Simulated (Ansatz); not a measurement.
Relaxation of AlH₉O₂W (13 atoms, charge 0, multiplicity 1), to a largest force component of 0.03 eV/Å in at most 50 steps.

Level of theory: Ansatz 0.2.0, RKS B3LYP/def2-SVP.

```xyz
13
Properties=species:S:1:pos:R:3:forces:R:3
W 0.236 0.356 -0.394 1.15 0.63 0.01
O 0.762 0.871 2.676 -0.23 0.36 0.03
H 0.286 0.040 2.858 0.04 0.13 -0.09
H 0.813 -1.032 0.318 0.01 -0.01 0.01
H -1.097 1.210 0.287 -0.02 0.03 0.04
H -0.865 -0.639 0.449 0.00 -0.02 0.02
H 0.121 -1.125 -1.239 0.00 0.00 0.00
H 0.180 0.475 -2.096 -0.02 0.00 -0.01
O 1.740 1.237 0.337 -0.89 -0.76 -0.90
Al 2.621 0.940 1.885 0.01 0.06 0.01
H 3.187 -0.515 2.123 0.00 -0.03 0.01
H 3.276 2.260 2.457 -0.01 -0.02 0.01
H 0.256 1.379 1.990 -0.04 -0.36 0.84
```

Question: Where does it end, and by what steps?

Answer: It converged. After 22 steps the energy has fallen by 1.005 eV; H13 moved furthest, 1.11 Å.

```tsv
step	energy less start (eV)	largest force component (eV/Å)	accepted
0	0.0000	1.152	yes
1	-0.1579	0.611	yes
2	-0.2173	0.740	yes
3	-0.2610	0.407	yes
4	-0.3008	0.582	yes
5	-0.3826	0.783	yes
6	-0.6122	0.498	yes
7	-0.8642	0.370	yes
8	-0.9554	0.148	yes
9	-0.9580	0.055	yes
10	-0.9603	0.122	yes
11	-0.9691	0.070	yes
12	-0.9529	1.113	no
13	-0.9730	0.053	yes
14	-0.9775	0.174	yes
15	-0.9796	0.529	yes
16	-0.9901	0.239	yes
17	-0.9887	0.417	no
18	-0.9992	0.141	yes
19	-1.0047	0.052	yes
20	-1.0047	0.051	yes
21	-1.0050	0.042	yes
22	-1.0055	0.026	yes
```

```xyz
13
Properties=species:S:1:pos:R:3
W 0.357 -0.016 -0.397
O 0.813 0.837 2.829
H 0.132 0.289 2.363
H 0.097 -1.692 -0.212
H -0.868 1.154 -0.171
H -0.653 -0.396 0.966
H 0.490 -0.929 -1.826
H -0.111 0.817 -1.806
O 1.933 0.525 0.277
Al 2.596 0.941 1.929
H 3.450 -0.238 2.532
H 2.896 2.483 2.116
H 0.388 1.681 3.053
```

Whether the end is a true minimum wasn't checked by a vibrational analysis.

Time of the run: 54 s on 4 threads of Arm Neoverse V2 (shared host), peak memory 0.3 GiB.
